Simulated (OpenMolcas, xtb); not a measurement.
**SiN2H5OF (SMILES N[Si](N)(O)F): methods side by side**

SiN2H5OF has 10 atoms, charge 0, and is taken as a singlet. As SMILES, `N[Si](N)(O)F`. The shape is that of a PBE0-D4/def2-TZVP optimisation. This is one conformer, not always the lowest.

```
atom    x (Å)    y (Å)    z (Å)
   N  -0.4158   1.4954  -0.0248
  Si   0.0634  -0.0964  -0.2983
   N  -0.4887  -1.0651   0.9778
   O   1.6710   0.0226  -0.5851
   F  -0.5539  -0.8271  -1.5866
   H  -1.3283   1.7231   0.3273
   H   0.0466   2.2720  -0.4641
   H  -0.7412  -2.0271   0.8311
   H  -0.2389  -0.8737   1.9325
   H   2.0688  -0.6749  -1.1069
```

Quantity: the energy change with the O4–H10 bond stretched from 0.958 to 2.107 Å, in eV. The values are calculated.

```tsv
level	kind	program	value (eV)	CPU time (all runs)
GFN2-xTB	semi-empirical	xtb	4.61	under 2 s
HF/cc-pVDZ (unrestricted)	Hartree–Fock	OpenMolcas	3.91	32 s
SVWN5/cc-pVDZ (restricted)	LDA	OpenMolcas	5.04	83 s
PBE/cc-pVDZ (restricted)	GGA	OpenMolcas	4.88	2.1 min
M06-L/cc-pVDZ (restricted)	meta-GGA	OpenMolcas	5.28	2.4 min
TPSS/cc-pVDZ (restricted)	meta-GGA	OpenMolcas	4.96	2.5 min
M06-2X/cc-pVDZ (restricted)	hybrid meta-GGA	OpenMolcas	5.90	1.9 min
B2PLYP/cc-pVDZ (restricted)	double hybrid	OpenMolcas	5.33	78 s
MP2/cc-pVDZ (restricted)	perturbation theory	OpenMolcas	5.43	26 s
```

The first shape isn't each level's own minimum. The values span 3.91 to 5.90 eV. Spin contamination of the reference (⟨S²⟩ at least 0.1 too high) touches HF/cc-pVDZ. CPU times are rough (shared hosts, several kinds of processor and program).
